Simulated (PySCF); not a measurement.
## Spin-rotation constants: GaMe2(AsH2), C₂H₈AsGa

Cartesian coordinates in Å; atom numbers follow the order of the lines, from 1:
```xyz
12

Ga   -0.277   -0.089    0.064
C     1.784   -0.073    0.034
H     2.192   -0.365    1.009
H     2.180    0.918   -0.206
H     2.175   -0.782   -0.704
C    -1.245    1.729    0.051
H    -2.333    1.610    0.115
H    -1.026    2.286   -0.867
H    -0.929    2.360    0.888
As   -1.477   -2.254    0.068
H    -0.769   -2.521   -1.243
H    -0.277   -2.818    0.792
```

Method: GIAO mPW1PW91/def2-SVP magnetisability, rotational g tensor and spin-rotation constants, non-relativistic, gas phase in PySCF 2.14.0. Geometry: GFN2-xTB.

The calculation is non-relativistic, which matters for the atoms heavier than Zn.

Task: Give the nuclear spin-rotation constants along the inertial axes (H = +C I·J) beside the isotropic shieldings.

Result: Rotational constants 4.6068, 1.3460, 1.0653 GHz. A star marks the isotopologue with that one atom substituted, in its own axes.
| atom | isotope | Caa (kHz) | Cbb (kHz) | Ccc (kHz) | mean (kHz) | σ (ppm) |
| --- | --- | --- | --- | --- | --- | --- |
| Ga1 | 69Ga | 10.528 | 3.188 | 1.913 | 5.210 | 1168.8 |
| H3 | 1H | -0.552 | -0.106 | -0.015 | -0.225 | 31.3 |
| H4 | 1H | 0.063 | -0.147 | -0.114 | -0.066 | 30.8 |
| H5 | 1H | -0.453 | -0.069 | -0.063 | -0.195 | 31.1 |
| H7 | 1H | -0.337 | -0.018 | -0.120 | -0.159 | 30.7 |
| H8 | 1H | -0.342 | -0.149 | -0.029 | -0.173 | 31.2 |
| H9 | 1H | -0.267 | -0.150 | -0.043 | -0.153 | 31.1 |
| As10 | 75As | 3.990 | 1.353 | 0.718 | 2.020 | 2064.8 |
| H11 | 1H | -0.449 | -0.117 | -0.028 | -0.198 | 30.4 |
| H12 | 1H | -0.455 | -0.022 | -0.093 | -0.190 | 30.0 |
| C2 | 13C* | 0.574 | 0.165 | 0.118 | 0.286 | 182.1 |

For the geometry as given, no vibrational averaging.
